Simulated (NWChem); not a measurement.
Species: GeHCl3; SMILES [Cl][GeH]([Cl])[Cl]

All runs: NWChem. All runs use the structure optimised with PBE0/def2-SVP.

For level LC-BLYP (range parameter 0.33 per bohr)/def2-SVP:

| Quantity | Result |
|---|---|
| highest occupied level (eV) | -11.36 |
| orbital gap (eV) | 12.20 |
| dipole (D) | 1.49 |

### Question
Estimate the same quantities for level PBE/def2-SVP.

### Answer
highest occupied level (eV): -7.72
orbital gap (eV): 5.50
dipole (D): 1.37
